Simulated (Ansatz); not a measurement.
Spectroscopic constants of MgH-, multiplicity 3 (an upper state: multiplicity 1 came lower at CCSD(T)/def2-TZVPP on PBE0 minima).

Constants: fifth-degree fit in 1/R to seven points, most abundant isotopes. In def2 and cc sets the state is the lowest found near the PBE0 minimum, followed along R.

Correlated levels freeze the inner cores; with def2 sets outer-core shells near the valence are correlated too.

Run with Ansatz (Gaussian orbitals). Each number belongs to the level named beside it.

Problem. What bond length and harmonic frequency does PBE/def2-TZVPP give?

Solution. r_e = 1.793 Å, ω_e = 1300 cm⁻¹.

Problem. What bond length and harmonic frequency does CCSD/def2-TZVPP give?

Solution. r_e = 1.775 Å, ω_e = 1354 cm⁻¹.

Problem. What bond length and harmonic frequency does CCSD(T)/def2-TZVPP give?

Solution. r_e = 1.776 Å, ω_e = 1348 cm⁻¹.

Ansatz is a program for electronic structure.
